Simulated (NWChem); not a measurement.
System: C5H8; SMILES C=C/C=C/C

Here is an NWChem input.

```
start job
memory heap 200 mb stack 900 mb global 1100 mb
geometry units angstroms noautoz
  C     -0.254717     2.531107     0.000000
  C      0.394499     1.357788     0.000000
  C     -0.249875     0.055671     0.000000
  C      0.411055    -1.114311     0.000000
  C     -0.219741    -2.463938     0.000000
  H     -1.348452     2.575899     0.000000
  H      0.282527     3.482300     0.000000
  H      1.491651     1.355637     0.000000
  H     -1.347742     0.048607     0.000000
  H      1.509000    -1.086358     0.000000
  H      0.090092    -3.049542     0.882478
  H     -1.317902    -2.401867     0.000000
  H      0.090092    -3.049542    -0.882478
end
basis spherical
  * library def2-svp
end
dft
  xc bhlyp
  iterations 150
  vectors input atomic output neutral.movecs
end
task dft energy
charge 1
dft
  odft
  mult 2
  vectors input atomic output cation.movecs
end
task dft energy
```

Excerpt of the output:

```
             Northwest Computational Chemistry Package (NWChem) 7.3.0
             --------------------------------------------------------

 CS  symmetry detected

                             Geometry "geometry" -> ""
                             -------------------------

 Output coordinates in angstroms (scale by  1.889725989 to convert to a.u.)

  No.       Tag          Charge          X              Y              Z
 ---- ---------------- ---------- -------------- -------------- --------------
    1 C                    6.0000    -0.25255987     2.52923383     0.00000000
    2 C                    6.0000     0.39642950     1.35578946     0.00000000
    3 C                    6.0000    -0.24819598     0.05379694     0.00000000
    4 C                    6.0000     0.41250803    -1.11631269     0.00000000
    5 C                    6.0000    -0.21854863    -2.46581783     0.00000000
    6 H                    1.0000    -1.34628619     2.57423708     0.00000000
    7 H                    1.0000     0.28486784     3.48032304     0.00000000
    8 H                    1.0000     1.49358107     1.35342655     0.00000000
    9 H                    1.0000    -1.34606433     0.04694499     0.00000000
   10 H                    1.0000     1.51045841    -1.08857176     0.00000000
   11 H                    1.0000     0.09117126    -3.05148167     0.88247800
   12 H                    1.0000    -1.31669762    -2.40353473     0.00000000
   13 H                    1.0000     0.09117126    -3.05148167    -0.88247800

 Effective nuclear repulsion energy (a.u.)     153.1895555011

      Symmetry information
      --------------------

 Group name             Cs
 Group number              2
 Group order               2
 No. of unique centers    12

                                 NWChem DFT Module
                                 -----------------

 Summary of "ao basis" -> "ao basis" (spherical)
 ------------------------------------------------------------------------------
       Tag                 Description            Shells   Functions and Types
 ---------------- ------------------------------  ------  ---------------------
 C                          def2-svp                 6       14   3s2p1d
 H                          def2-svp                 3        5   2s1p

      Symmetry analysis of basis
      --------------------------

        a'         79
        a"         31

            General Information
            -------------------
          SCF calculation type: DFT
          Wavefunction type:  closed shell.
          No. of atoms     :    13
          No. of electrons :    38
           Alpha electrons :    19
            Beta electrons :    19
          Charge           :     0
          Spin multiplicity:     1
          Use of symmetry is: on ; symmetry adaption is: on
          Maximum number of iterations: 150
          AO basis - number of functions:   110
                     number of shells:    54
          Convergence on energy requested:  1.00D-06
          Convergence on density requested:  1.00D-05
          Convergence on gradient requested:  5.00D-04

              XC Information
              --------------
                        BHLYP Method XC Functional
                     Hartree-Fock (Exact) Exchange  0.500
                        Slater Exchange Functional  0.500 local
                    Becke 1988 Exchange Functional  0.500 non-local
              Lee-Yang-Parr Correlation Functional  1.000

             Grid Information
             ----------------
          Grid used for XC integration:  medium
          Radial quadrature: Mura-Knowles
          Angular quadrature: Lebedev.
          Tag              B.-S. Rad. Rad. Pts. Rad. Cut. Ang. Pts.
          ---              ---------- --------- --------- ---------
          C                   0.70       49          14.0       434
          H                   0.35       45          14.0       434
          Grid pruning is: on
          Number of quadrature shells:   560
          Spatial weights used:  Erf1

      Superposition of Atomic Density Guess
      -------------------------------------

 Sum of atomic energies:        -192.11828471

      Non-variational initial energy
      ------------------------------

 Total energy =    -195.492132
 1-e energy   =    -558.749590
 2-e energy   =     210.067902
 HOMO         =      -0.265639
 LUMO         =      -0.039408

      Symmetry analysis of molecular orbitals - initial
      -------------------------------------------------

  Numbering of irreducible representations:

     1 a'          2 a"

  Orbital symmetries:

     1 a'          2 a'          3 a'          4 a'          5 a'
     6 a'          7 a'          8 a'          9 a'         10 a'
    11 a'         12 a'         13 a"         14 a'         15 a'
    16 a'         17 a"         18 a'         19 a"         20 a"
    21 a"         22 a'         23 a'         24 a'         25 a'
    26 a'         27 a"         28 a'         29 a'

   convergence    iter        energy       DeltaE   RMS-Dens  Diis-err
 ---------------- ----- ----------------- --------- --------- ---------
 d= 0,ls=0.0,diis     1   -194.9932761977 -3.48D+02  4.86D-03  2.66D-01
 d= 0,ls=0.0,diis     2   -195.0359685263 -4.27D-02  1.57D-03  1.13D-02
 d= 0,ls=0.0,diis     3   -195.0363528631 -3.84D-04  7.33D-04  1.05D-02
 d= 0,ls=0.0,diis     4   -195.0377440725 -1.39D-03  1.31D-04  2.73D-04
 d= 0,ls=0.0,diis     5   -195.0377802005 -3.61D-05  3.27D-05  1.21D-05
  Resetting Diis
 d= 0,ls=0.0,diis     6   -195.0377820160 -1.82D-06  7.47D-06  6.68D-07
 d= 0,ls=0.0,diis     7   -195.0377821276 -1.12D-07  2.88D-06  5.07D-08

         Total DFT energy =     -195.037782127550
      One electron energy =     -563.771990246574
           Coulomb energy =      245.430067114978
    Exchange-Corr. energy =      -29.885414497041
 Nuclear repulsion energy =      153.189555501087

 Numeric. integr. density =       37.999995691413

                  Occupations of the irreducible representations
                  ----------------------------------------------

                     irrep           alpha         beta
                     --------     --------     --------
                     a'               16.0         16.0
                     a"                3.0          3.0

                       DFT Final Molecular Orbital Analysis
                       ------------------------------------

 Vector   17  Occ=2.000000D+00  E=-4.044276D-01  Symmetry=a'
              MO Center=  6.6D-02,  5.1D-01, -7.5D-17, r^2= 4.1D+00
   Bfn.  Coefficient  Atom+Function         Bfn.  Coefficient  Atom+Function
  ----- ------------  ---------------      ----- ------------  ---------------
    32     -0.242723   3 C  px               18      0.234842   2 C  px
    86      0.233520   9 H  s                81      0.227073   8 H  s
    91      0.187607  10 H  s                46      0.180319   4 C  px
    71      0.163566   6 H  s                76     -0.162260   7 H  s
     4     -0.157308   1 C  px               19      0.156338   2 C  py

 Vector   18  Occ=2.000000D+00  E=-3.702159D-01  Symmetry=a"
              MO Center=  5.9D-02,  7.0D-01,  2.0D-16, r^2= 3.0D+00
   Bfn.  Coefficient  Atom+Function         Bfn.  Coefficient  Atom+Function
  ----- ------------  ---------------      ----- ------------  ---------------
    20      0.334416   2 C  pz               34      0.303539   3 C  pz
     6      0.243639   1 C  pz               23      0.206901   2 C  pz
    37      0.189895   3 C  pz               48      0.181626   4 C  pz
     9      0.154035   1 C  pz               51      0.115744   4 C  pz
    62     -0.103878   5 C  pz               96     -0.093496  11 H  s

 Vector   19  Occ=2.000000D+00  E=-2.647659D-01  Symmetry=a"
              MO Center=  4.9D-02,  5.3D-01,  2.7D-16, r^2= 4.1D+00
   Bfn.  Coefficient  Atom+Function         Bfn.  Coefficient  Atom+Function
  ----- ------------  ---------------      ----- ------------  ---------------
     6      0.327245   1 C  pz               48     -0.325463   4 C  pz
    34     -0.264971   3 C  pz                9      0.263457   1 C  pz
    51     -0.259866   4 C  pz               20      0.221631   2 C  pz
    37     -0.206914   3 C  pz               23      0.170521   2 C  pz
    96      0.102762  11 H  s               106     -0.102762  13 H  s

 Vector   20  Occ=0.000000D+00  E= 2.201756D-02  Symmetry=a"
              MO Center=  7.9D-02,  6.2D-01, -1.2D-16, r^2= 4.5D+00
   Bfn.  Coefficient  Atom+Function         Bfn.  Coefficient  Atom+Function
  ----- ------------  ---------------      ----- ------------  ---------------
     9      0.477970   1 C  pz               51      0.468897   4 C  pz
    48      0.352137   4 C  pz               23     -0.342960   2 C  pz
     6      0.331815   1 C  pz               37     -0.309578   3 C  pz
    20     -0.253102   2 C  pz               34     -0.230881   3 C  pz
    97     -0.177655  11 H  s               107      0.177655  13 H  s

 Vector   21  Occ=0.000000D+00  E= 1.112550D-01  Symmetry=a'
              MO Center= -4.3D-02, -2.8D+00,  1.9D-16, r^2= 5.4D+00
   Bfn.  Coefficient  Atom+Function         Bfn.  Coefficient  Atom+Function
  ----- ------------  ---------------      ----- ------------  ---------------
    59      2.985993   5 C  s                97     -1.267488  11 H  s
   107     -1.267488  13 H  s               102     -1.021935  12 H  s
    92     -0.723665  10 H  s                49      0.522429   4 C  px
    50      0.461551   4 C  py               35     -0.429203   3 C  px
    87     -0.321152   9 H  s                64     -0.280972   5 C  py

[...]
```

Level: BHandHLYP/def2-SVP, vertical spin-unrestricted ions. Geometry: optimised at PBE0/def2-SVP. No frequency run checked for a minimum.
